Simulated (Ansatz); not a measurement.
Job for Ansatz (a program for electronic structure): R-CCSD(T)/cc-pVDZ on BrGaH2O2 (SMILES [OH][Ga]([OH])[Br]), a point of a torsion scan. The run froze 30 orbitals, filled d shells among them.

Ansatz 0.2 input:
```yaml
crystal:
  periodic: [false, false, false]
  atoms:
    - {symbol: O, position_ang: [-0.97090163, -1.09215457, 0.34907968]}
    - {symbol: Ga, position_ang: [0.01396663, 0.27813549, -0.04794205]}
    - {symbol: O, position_ang: [1.70728452, 0.29223437, 0.31963508]}
    - {symbol: Br, position_ang: [-0.87500122, 2.23958259, -0.71304899]}
    - {symbol: H, position_ang: [-1.59708798, -1.57673447, -0.18313183]}
    - {symbol: H, position_ang: [2.14479817, -0.47860503, 0.67963084]}
basis:
  gaussian:
    orbitals: cc-pVDZ
magnetization: {spin_polarized: false}
correlation: {method: ccsd_t, electrons: outside_noble_gas}
scf: {lower_state_search: off}
```

It printed:

```
WARN ansatz: RAYON_NUM_THREADS=1 ignored (pool sized by the plan → 1); use --threads N
Functional definition: HF
these checks for a lower state are left out or cut short: stability, starts, cluster_reference, orbital_swaps, neighbouring_geometries, increment
integrals: 0.11 GiB planned
979 factors; integrals over basis functions are off by at most 9.5e-4 eV
mean field: 0.31 GiB planned
mean field evaluation 1: about -126436.8561 eV, gradient 4.6e1 eV
mean field evaluation 2: about -126436.8699 eV, gradient 4.7e1 eV
mean field evaluation 4: about -126440.8772 eV, gradient 2.1e0 eV
mean field evaluation 8: about -126440.8950 eV, gradient 1.1e-1 eV
mean field -126440.89507418 eV, -4646.6171892590 hartree, gradient 2.6e-6 eV, S^2 0.000000; 0 other end points of the search recorded, 0 dependent functions left out
30 core orbitals not correlated, not the lowest: weight in the atoms' cores, before any rotation towards them, 0.639 or more for the frozen orbitals, at most 0.355 for the correlated occupied ones
reference -126440.89507418 eV, -4646.6171892590 hartree; 12, 12 occupied and 50, 50 virtual orbitals, 979 factors
second order -15.01087275 eV of doubles, -0.00000000 eV of singles
coupled cluster: 0.19 GiB planned
cycle   1  -15.13484929 eV  change   -1.2e-1 eV  update   9.3e-2
cycle   2  -15.44486936 eV  change   -3.1e-1 eV  update   2.7e-2
cycle   3  -15.54352853 eV  change   -9.9e-2 eV  update   1.6e-2
cycle   4  -15.53903325 eV  change    4.5e-3 eV  update   3.8e-3
cycle   5  -15.53602190 eV  change    3.0e-3 eV  update   1.6e-3
cycle   6  -15.53630688 eV  change   -2.8e-4 eV  update   5.0e-4
cycle   7  -15.53615995 eV  change    1.5e-4 eV  update   1.6e-4
cycle   8  -15.53611204 eV  change    4.8e-5 eV  update   5.0e-5
cycle   9  -15.53612883 eV  change   -1.7e-5 eV  update   1.8e-5
perturbative correction -0.32933485 eV, -0.0121028324 hartree
Total energy: -126456.76053785 eV, -4647.2002342952 hartree
Checks for a lower state left out: stability, starts, cluster_reference, orbital_swaps, neighbouring_geometries, increment
```

The calculation finished and met its thresholds.

Cost: roughly 4 core-seconds.
